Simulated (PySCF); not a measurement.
# Computed records: BClH4NSi, H4NSi2, F2H3NSi

Calculation on a computer-drawn molecule: the log of a Hartree-Fock and frozen-core CCSD(T) single point meant for a local Hartree-Fock minimum, with one planted fault or none, to be diagnosed. Offsets are logged minus clean, where the clean run is the same molecule without the fault. The reference is restricted for singlets and unrestricted otherwise, and also for a bond in bohr or an excited solution. Adding or removing an electron swaps singlet and doublet. The excited solution moves the top pair (singlet) or top alpha electron (doublet) to the lowest empty orbital. Highest occupied and lowest empty are orbital energies over both spins, largest force is the largest gradient component, triples share is (T) over the correlation energy, the T1 limit is 0.02 restricted and 0.045 unrestricted, electrons count all cores, a negative frequency is imaginary (commonest isotopes), and the dipole is about the centre of nuclear charge. Program: PySCF 2.14.0.

Common to all runs: logged SCF converged yes; possible faults no fault, one electron removed, one electron added, multiplicity raised by two, geometry at a saddle point, SCF held on an excited solution, minimal basis STO-3G, one bond length entered in bohr, all coordinates scaled.

```json
{"entry": 1, "formula": "BClH4NSi", "logged_structure": {"atoms_angstrom": [["Si", -0.4423, 1.2243, -1.0671], ["N", 1.2968, 0.819, -0.8313], ["B", 1.9303, -0.4533, -0.6858], ["Cl", 0.9335, -1.986, -0.7507], ["H", -0.491, 2.7285, -1.2534], ["H", -1.0143, 0.5178, -2.2764], ["H", 1.9323, 1.6227, -0.7551], ["H", 3.1327, -0.5708, -0.5154]]}, "given": {"meant_charge": 0, "meant_multiplicity": 2, "meant_basis": "cc-pV(D+d)Z", "logged_electrons": 47, "logged_basis_functions": 94, "logged_spin_squared": 0.7532, "logged_highest_occupied [eV]": -9.0555, "logged_lowest_empty [eV]": 1.3384, "logged_largest_force [hartree/bohr]": 0.016543, "logged_T1_diagnostic": 0.015058, "logged_D1_diagnostic": 0.058281, "logged_triples_share": 0.028297, "logged_CC_converged": "yes", "logged_dipole_magnitude [debye]": 2.5741, "logged_SCF_stable_within_its_kind": "yes", "logged_energy_HF [hartree]": -829.97459, "logged_energy_CCSD(T) [hartree]": -830.5104, "drawn_bonds_atom": [1, 2, 3, 1, 1, 2, 3], "drawn_bonds_other_atom": [2, 3, 4, 5, 6, 7, 8], "drawn_bonds_order": [1, 1, 1, 1, 1, 1, 1]}, "results": {"planted_fault": "all coordinates scaled, by +2.3 %", "HF_energy_offset_from_clean_run [kcal/mol]": 2.524, "CCSD(T)_energy_offset_from_clean_run [kcal/mol]": 0.7546}}
{"entry": 2, "formula": "H4NSi2", "logged_structure": {"atoms_angstrom": [["N", -2.5134, 2.1866, 0.5837], ["Si", -1.5177, 1.0116, 0.0833], ["Si", 0.8021, 0.6339, 0.0407], ["H", -2.0762, 2.9089, 1.1318], ["H", -2.2864, -0.0021, -0.7186], ["H", 1.1671, 1.2606, 1.3787], ["H", 0.6929, -0.8257, 0.4719]]}, "given": {"meant_charge": -1, "meant_multiplicity": 1, "meant_basis": "aug-cc-pV(D+d)Z", "logged_electrons": 40, "logged_basis_functions": 123, "logged_spin_squared": 0.0, "logged_highest_occupied [eV]": 0.42712, "logged_lowest_empty [eV]": -0.62094, "logged_largest_force [hartree/bohr]": 0.067688, "logged_CC_converged": "no", "logged_dipole_magnitude [debye]": 7.702, "logged_SCF_stable_within_its_kind": "no", "logged_energy_HF [hartree]": -634.3041, "drawn_bonds_atom": [1, 2, 1, 2, 3, 3], "drawn_bonds_other_atom": [2, 3, 4, 5, 6, 7], "drawn_bonds_order": [2, 1, 1, 1, 1, 1]}, "results": {"planted_fault": "SCF held on an excited solution", "HF_energy_offset_from_clean_run [kcal/mol]": 202.8}, "notes": ["CCSD not converged", "highest electron not bound in this basis"]}
{"entry": 3, "formula": "F2H3NSi", "logged_structure": {"atoms_angstrom": [["N", 0.124, -0.6556, -1.3388], ["Si", -0.5862, -0.1883, 0.1118], ["F", -0.4686, 1.4024, 0.2314], ["F", -2.1622, -0.4762, 0.2033], ["H", 0.5314, -2.474, -1.675], ["H", -0.0553, -0.1562, -2.1896], ["H", 0.033, -0.8469, 1.2555]]}, "given": {"meant_charge": 0, "meant_multiplicity": 1, "meant_basis": "cc-pV(D+d)Z", "logged_electrons": 42, "logged_basis_functions": 80, "logged_spin_squared": 0.7883, "logged_highest_occupied [eV]": -11.597, "logged_lowest_empty [eV]": 1.3502, "logged_largest_force [hartree/bohr]": 0.026659, "logged_T1_diagnostic": 0.065008, "logged_D1_diagnostic": 0.40459, "logged_triples_share": 0.024763, "logged_CC_converged": "yes", "logged_dipole_magnitude [debye]": 1.8774, "logged_SCF_stable_within_its_kind": "yes", "logged_energy_HF [hartree]": -544.03925, "logged_energy_CCSD(T) [hartree]": -544.70791, "drawn_bonds_atom": [1, 2, 2, 1, 1, 2], "drawn_bonds_other_atom": [2, 3, 4, 5, 6, 7], "drawn_bonds_order": [1, 1, 1, 1, 1, 1]}, "results": {"planted_fault": "one bond length entered in bohr, row 4 of the drawn bonds", "HF_energy_offset_from_clean_run [kcal/mol]": 91.66, "CCSD(T)_energy_offset_from_clean_run [kcal/mol]": 94.97}, "notes": ["T1 above single-reference limit"]}
```
